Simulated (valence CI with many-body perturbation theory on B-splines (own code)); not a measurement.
## Sensitivity of CI+MBPT for Rb XXV

Computed by valence CI with perturbative core correlation (CI+MBPT): three valence electrons over a frozen Dirac-Fock core [Ne], radial functions for each j: 6 s, 6 p, 5 d, 3 f, 1 g, with the one-electron correlation potential Σ1 (screened to all orders), the two-electron term Σ2, the three-electron term Σ3, Breit, model QED; selected single and double excitations, second order for the rest (own B-spline code, finite nucleus).

No measured levels were compared; by estimate levels of excited configurations hold to 0.05 to 0.15 % of their energy, terms of the ground configuration to about 0.5 %.

The reference run has the lowest level 3s2 3p 2P°_1/2 and an ionisation energy of 1134.59 eV. Its largest variational space holds 2795 state functions.

Names give the largest LS component (configuration and term), which can be under half, so a name can repeat, a term be missing and a line seem to break the LS rules; names also repeat where a configuration has a term twice.

Changed runs:
A. scale of Σ1 1 → 0; scale of Σ2 1 → 0; three-electron term on → off
B. logarithmic knot step 0.27 → 0.33
C. box radius (bohr) 3.3715 → 7.61
D. start configuration 3s2 3p1 → 3s2 4p1 (bad on purpose)

Excitation energies of the reference run in cm⁻¹, and shifts in cm⁻¹:

| Level | Reference | A | B | C |
| --- | --- | --- | --- | --- |
| 3s2 3p 2P°_3/2 | 111185 | -391 | -1.0 | -0.1 |
| 3s 3p2 4P_1/2 | 432383 | -110 | +6.7 | -0.1 |
| 3s 3p2 4P_3/2 | 493677 | -666 | +6.0 | -0.1 |
| 3s 3p2 4P_5/2 | 533353 | -462 | +5.7 | -0.1 |
| 3s 3p2 2D_3/2 | 615002 | +636 | +5.1 | -0.1 |
| 3s 3p2 2D_5/2 | 654235 | -136 | +4.5 | -0.2 |
| 3s 3p2 2P_1/2 | 693195 | +4464 | +6.4 | +0.1 |
| 3s 3p2 2S_1/2 | 804154 | +3356 | +5.3 | 0 |
| 3s 3p2 2P_3/2 | 813021 | +5020 | +4.8 | -0.1 |
| 3s2 3d 2D_3/2 | 887760 | +5267 | -0.2 | -0.5 |
| 3s2 3d 2D_5/2 | 902211 | +4891 | -0.8 | -0.5 |
| 3p3 2D°_3/2 | 1104070 | +2923 | +12 | -0.2 |
| Ionisation energy (eV) | 1134.59 | -0.64 | -0.0006 | -0.00015 |

Run D: It gave no result: the start configuration must fill the lowest shells above the core. The program said: "4p is not the lowest shell of its kind above the core".
